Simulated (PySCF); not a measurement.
# Multinuclear NMR of Pentafluoropyridine

Molfile (atoms numbered from 1):
```
C5F5N
     RDKit          3D

 11 11  0  0  0  0  0  0  0  0999 V2000
   -0.3606   -2.7335    0.3071 F   0  0  0  0  0  0  0  0  0  0  0  0
   -0.2814   -1.4252    0.1594 C   0  0  0  0  0  0  0  0  0  0  0  0
   -1.3983   -0.7545    0.0838 N   0  0  0  0  0  0  0  0  0  0  0  0
   -1.3515    0.5411   -0.0627 C   0  0  0  0  0  0  0  0  0  0  0  0
   -2.4967    1.1919   -0.1372 F   0  0  0  0  0  0  0  0  0  0  0  0
   -0.1700    1.2590   -0.1429 C   0  0  0  0  0  0  0  0  0  0  0  0
   -0.1517    2.5719   -0.2904 F   0  0  0  0  0  0  0  0  0  0  0  0
    1.0145    0.5419   -0.0628 C   0  0  0  0  0  0  0  0  0  0  0  0
    2.1710    1.1631   -0.1334 F   0  0  0  0  0  0  0  0  0  0  0  0
    0.9697   -0.8358    0.0918 C   0  0  0  0  0  0  0  0  0  0  0  0
    2.0851   -1.5400    0.1686 F   0  0  0  0  0  0  0  0  0  0  0  0
  1  2  1  0
  2  3  2  0
  3  4  1  0
  4  5  1  0
  4  6  2  0
  6  7  1  0
  6  8  1  0
  8  9  1  0
  8 10  2  0
 10 11  1  0
 10  2  1  0
M  END
```

All values are calculated (PySCF): NMR shieldings at B97-2/pcSseg-2/GIAO, coordinates at the PBE0-D3(BJ)/def2-TZVP level. Averaged over atoms made equivalent by symmetry, fast rotation or ring inversion, one computed conformer, non-relativistic, in vacuum.

Q: Where does 19F resonate?

A: 
```
 atoms    environment  σ (ppm)  δ (ppm)
 F1/F5  aryl fluorine    262.4    -85.7
    F9  aryl fluorine    312.7   -133.5
F7/F11  aryl fluorine    343.9   -163.1
```

Shieldings were converted by a linear fit to measured shifts: 19F (scatter 4.2 ppm rms, 5.7 ppm with the 8 outliers that the fit left out vs CFCl3, solution or neat liquid, with a term for F on sp3 carbon). A few per cent of atoms miss by over 2 rms, more outside the fitted compound classes.

On a 300 MHz spectrometer 19F resonates near 282.3 MHz, so 1 ppm is 282.3 Hz.

Q: What are the 15N shifts?

A: 
```
atoms                  environment  σ (ppm)  δ (ppm)
   N3  pyridine-type ring nitrogen      1.2   -150.8
```

Shieldings were converted by a linear fit to measured shifts: 15N (scatter 6.4 ppm rms vs CH3NO2, solution or neat liquid). Occasional misses reach two or three times the rms, and more in compound classes unlike the fitted ones.

On a 500 MHz spectrometer 15N resonates near 50.7 MHz, so 1 ppm is 50.7 Hz.
